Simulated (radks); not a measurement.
Task: Species: S+. Configuration: [Ne] 3s2 3p3. All-electron calculation, scalar-relativistic Kohn-Sham, SOGGA, spin-polarised, spherical densities, point nucleus; open shells are filled with parallel spins first. Program: a radial shooting solver on a logarithmic mesh with Libxc functionals. Some entries of the table are withheld. Estimate them.

orbital  occ.  eigenvalue (hartree)  <1/r> (bohr^-1)
1s up       1             -88.68368            15.64
1s down     1             -88.66669            15.64
2s up       1              -8.18251            3.062
2s down     1              -8.16529            3.061
2p up       3                   (1)            2.958
2p down     3                   (2)            2.957
3s up       1              -1.05342           0.8402
3s down     1              -0.92546           0.8389
3p up       3              -0.65388           0.7197
3p down     0              -0.53219           0.7041

Result: 
(1) 2p up eigenvalue (hartree): -6.16687
(2) 2p down eigenvalue (hartree): -6.14349
